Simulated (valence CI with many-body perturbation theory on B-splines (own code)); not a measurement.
The numbers below are computed, except where a source is named.
## Level structure of Tl41+

Method: valence CI with perturbative core correlation (CI+MBPT): four valence electrons over a frozen Dirac-Fock core [Kr], a basis of 7 s, 7 p, 8 d, 6 f, 4 g, 1 h functions for each j, with the one-electron correlation potential Σ1 (screened to all orders), the two-electron term Σ2, the three-electron term Σ3, Breit, model QED; selected single and double excitations, second order for the rest, scaled by the run's own slope (own B-spline code, finite nucleus).

No measured spectrum was set against this ion. As an estimate, large intervals hold to a few tenths of a per cent, small ones and those within an open d or f shell to about a per cent. The list stops below the first excitations out of the core.

Levels 1 to 34 of 34, with energies above the lowest level, (4d3/2^4) J=0. "Leading %" is the weight of the configuration and term that name the level; weights of strongly mixed levels are sums over their largest components and can fall short. In the jj column 3d3/2^4 stands for four electrons in 3d with j = 3/2.

```tsv
No.	Configuration	Term	J	E (cm⁻¹)	Leading %	Second component	Leading jj
1	4d⁴	³P	0	0	60	26 % 4d⁴ ⁵D	4d3/2^4 (98 %)
2	4d⁴	⁵D	1	205480	58	42 % 4d⁴ ³P	4d3/2^3 4d5/2 (99 %)
3	4d⁴	³F	4	251210	28	24 % 4d⁴ ³H	4d3/2^3 4d5/2 (99 %)
4	4d⁴	⁵D	2	258050	34	18 % 4d⁴ ³D	4d3/2^3 4d5/2 (94 %)
5	4d⁴	³F	3	269890	30	20 % 4d⁴ ³G	4d3/2^3 4d5/2 (96 %)
6	4d⁴	⁵D	0	443020	66	22 % 4d⁴ ¹S	4d3/2^2 4d5/2^2 (98 %)
7	4d⁴	⁵D	2	445250	52	15 % 4d⁴ ³F	4d3/2^2 4d5/2^2 (95 %)
8	4d⁴	³H	4	455480	40	36 % 4d⁴ ⁵D	4d3/2^2 4d5/2^2 (98 %)
9	4d⁴	⁵D	3	459800	49	31 % 4d⁴ ³G	4d3/2^2 4d5/2^2 (94 %)
10	4d⁴	³H	5	476790	67	33 % 4d⁴ ³G	4d3/2^2 4d5/2^2 (100 %)
11	4d⁴	¹I	6	489840	53	47 % 4d⁴ ³H	4d3/2^2 4d5/2^2 (99 %)
12	4d⁴	³D	1	490490	42	40 % 4d⁴ ³P	4d3/2^2 4d5/2^2 (97 %)
13	4d⁴	³F	3	503230	45	23 % 4d⁴ ³D	4d3/2^2 4d5/2^2 (98 %)
14	4d⁴	³G	4	506730	54	39 % 4d⁴ ¹G	4d3/2^2 4d5/2^2 (98 %)
15	4d⁴	³F	2	511080	33	29 % 4d⁴ ³D	4d3/2^2 4d5/2^2 (98 %)
16	4d⁴	³F	2	555290	51	29 % 4d⁴ ³P	4d3/2^2 4d5/2^2 (97 %)
17	4d⁴	³F	4	571600	65	27 % 4d⁴ ¹G	4d3/2^2 4d5/2^2 (97 %)
18	4d⁴	¹D	2	613730	43	30 % 4d⁴ ³P	4d3/2^2 4d5/2^2 (95 %)
19	4d⁴	³P	0	667780	56	44 % 4d⁴ ¹S	4d3/2^2 4d5/2^2 (85 %)
20	4d⁴	⁵D	4	694680	38	24 % 4d⁴ ³H	4d3/2 4d5/2^3 (96 %)
21	4d⁴	³F	3	698100	42	30 % 4d⁴ ⁵D	4d3/2 4d5/2^3 (97 %)
22	4d⁴	³D	1	715570	49	28 % 4d⁴ ³P	4d3/2 4d5/2^3 (98 %)
23	4d⁴	³G	5	721820	66	33 % 4d⁴ ³H	4d3/2 4d5/2^3 (100 %)
24	4d⁴	³H	6	726110	53	47 % 4d⁴ ¹I	4d3/2 4d5/2^3 (99 %)
25	4d⁴	³F	2	748680	46	38 % 4d⁴ ³P	4d3/2 4d5/2^3 (96 %)
26	4d⁴	³D	3	756110	36	31 % 4d⁴ ¹F	4d3/2 4d5/2^3 (98 %)
27	4d⁴	¹S	0	782210	75	20 % 4d⁴ ³P	4d3/2 4d5/2^3 (82 %)
28	4d⁴	³P	1	805080	88	9 % 4d⁴ ³D	4d3/2 4d5/2^3 (98 %)
29	4d⁴	³F	3	806110	64	32 % 4d⁴ ¹F	4d3/2 4d5/2^3 (99 %)
30	4d⁴	¹G	4	811140	65	23 % 4d⁴ ³F	4d3/2 4d5/2^3 (98 %)
31	4d⁴	¹D	2	822170	60	26 % 4d⁴ ³P	4d3/2 4d5/2^3 (91 %)
32	4d⁴	³F	4	967550	46	21 % 4d⁴ ¹G	4d5/2^4 (98 %)
33	4d⁴	¹D	2	1001500	33	25 % 4d⁴ ³D	4d5/2^4 (95 %)
34	4d⁴	³P	0	1088700	53	44 % 4d⁴ ¹S	4d5/2^4 (93 %)
```

The ionisation energy to 4d³ ⁴F3/2 of the next ion comes out as 2015.3 eV (NIST: 2014 ± 4 eV (theoretical)). All 34 levels together are meant to be complete up to 1188600 cm⁻¹.
